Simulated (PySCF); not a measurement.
## How methods differ on the ionisation energy of Si¹²⁺

Si¹²⁺ 1s2 (1S) → Si¹³⁺ 1s1 (2S), as a difference of total energies. All numbers are calculated (PySCF 2.14, scalar relativity by spin-free X2C-1e, in an even-tempered Gaussian basis (17 s from 7.3 bohr⁻², ratio 2.2; 7 p from 11 bohr⁻², ratio 2.4; 4 d from 34 bohr⁻², ratio 2.4; 3 f from 51 bohr⁻², ratio 2.4; 3 g from 76 bohr⁻², ratio 2.4)). Correlated levels: nothing frozen; virtual orbitals above 40 to 60 times the deepest correlated orbital energy dropped. The calculations carry no spin-orbit coupling.

```
                 method  ionisation energy (eV)  difference from reference (eV)
                    UHF                  2437.3                            -0.4
                    LDA                  2425.9                           -11.8
                    PBE                  2436.4                            -1.3
                   PBE0                  2436.9                            -0.8
                 r2SCAN                  2438.6                            +0.9
                  B97-3                  2438.7                            +1.0
                 revPBE                  2438.0                            +0.3
    MP2 (all electrons)                  2438.5                            +0.8
SCS-MP2 (all electrons)                  2438.8                            +1.1
```

Reference: 2437.7 eV (theoretical estimate listed by NIST; NIST Atomic Spectra Database, ionization energies).
